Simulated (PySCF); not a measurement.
C8H5N5, SMILES N1=CC=C2N3C1=NC=CC3=NC=N2. Coordinates come from a PBE-D3(BJ)/def2-SVP optimisation.

The numbers are results of PBE-D3(BJ)/def2-SVP in PySCF 2.14.0, not measurements.

Harmonic wavenumbers (cm⁻¹): 102, 135, 197, 236, 440, 453, 463, 478, 479, 481, 505, 577, 652, 694, 731, 800, 805, 810, 812, 840, 847, 961, 965, 973, 1028, 1041, 1067, 1096, 1129, 1183, 1217, 1237, 1262, 1304, 1315, 1384, 1397, 1492, 1492, 1579, 1584, 1642, 1648, 3080, 3081, 3081, 3177, 3177. Rotational constants (GHz): 1.196, 1.149, 0.5861; symmetry number 2.

Question: Work out the zero-point energy and the ideal-gas rigid-rotor harmonic-oscillator thermochemistry at 298.15 K and 1 atm.

Answer: ZPE = ½ Σ hcν = ½ × 55128 cm⁻¹ = 78.81 kcal/mol. H − E(el) = 84.66 kcal/mol. Entropy in cal/(mol K): translation 41.32, rotation 28.99, vibration 19.02, total 89.33. G − E(el) = 58.03 kcal/mol. Cp = 36.38 cal/(mol K). Modes under 150 cm⁻¹ make the vibrational entropy uncertain.
